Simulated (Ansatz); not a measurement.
CH4Si, SMILES `C[SiH]` (lower singlet) (charge 0, multiplicity 1). This singlet lies 1.01 eV below the relaxed triplet at the level composite: frozen-core CCSD(T) with HF/cc-pVQZ and the correlation energy extrapolated as X^-3 from cc-pVTZ and cc-pVQZ, plus CCSDT(Q) minus CCSD(T) in cc-pVDZ // PBE0-D3(BJ)/def2-TZVP (Ansatz, a quantum-chemistry and plane-wave program).

The numbers are results of PBE/cc-pVTZ // PBE0-D3(BJ)/def2-TZVP in Ansatz, not measurements.

Ansatz 0.2 input:
```yaml
crystal:
  periodic: [false, false, false]
  atoms:
    - { symbol: C, position_ang: [-0.520468, 0.08832, -0.033627] }
    - { symbol: Si, position_ang: [1.248781, 0.67491, -0.361265] }
    - { symbol: H, position_ang: [-1.285457, 0.790007, -0.367535] }
    - { symbol: H, position_ang: [-0.654064, -0.1031, 1.038902] }
    - { symbol: H, position_ang: [-0.683663, -0.87911, -0.52612] }
    - { symbol: H, position_ang: [1.89487, -0.571026, 0.249645] }
basis:
  gaussian: { orbitals: cc-pVTZ }
hamiltonian:
  xc: pbe
```

Output:

```
Functional definition: PBE
679 factors; their error is unknown
mean field evaluation 1: about -8964.1433 eV, gradient 6.2e1 eV
mean field evaluation 2: about -8942.1648 eV, gradient 9.5e1 eV
mean field evaluation 4: about -8972.8702 eV, gradient 4.5e0 eV
mean field evaluation 8: about -8972.9528 eV, gradient 4.7e-2 eV
mean field evaluation 16: about -8972.9242 eV, gradient 2.9e-5 eV
mean field -8972.92418445 eV, -329.7488817121 hartree, gradient 2.9e-5 eV, S^2 0.000000; 0 other end points of the search recorded, 0 dependent functions left out
reference -8972.92421564 eV, -329.7488828582 hartree; 12, 12 occupied and 108, 108 virtual orbitals, 679 factors
Total energy: -8972.92421564 eV, -329.7488828582 hartree
```
